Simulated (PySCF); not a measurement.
NbF5, SMILES [F][Nb]([F])([F])([F])[F], multiplicity 1. Atoms are numbered in the order given.

```xyz
6

Nb     0.0000     0.0000     0.0000
F      1.8423     0.0000     0.0000
F     -0.9212     1.5955     0.0000
F     -0.9212    -1.5955     0.0000
F      0.0000     0.0000     1.8731
F      0.0000     0.0000    -1.8731
```
Charge 0, spin multiplicity 1.

Coordinates come from a B3LYP-D3(BJ)/def2-SVP optimisation. The multiplicity is an assumed one; other spin states were not compared. The isomer is the one that the SMILES or the coordinates give; other isomers of the formula were not compared. The def2 effective core potentials stand for the cores of Nb; spin–orbit coupling is left out.

Calculation: PySCF with HF/def2-TZVP.

Symmetry labels are those of the subgroup C2v that the program uses (full group D3h).

Computed valence orbital energies around the gap with their symmetry:
```tsv
orbital	symmetry	energy (eV)
HOMO−7	B1	-18.98
HOMO−6	A1	-18.88
HOMO−5	B1	-18.88
HOMO−4	A1	-18.08
HOMO−3	B1	-18.08
HOMO−2	B2	-17.89
HOMO−1	A2	-17.79
HOMO	B2	-17.79
LUMO	B2	0.07
LUMO+1	A2	0.07
LUMO+2	A1	1.19
LUMO+3	B1	1.19
```
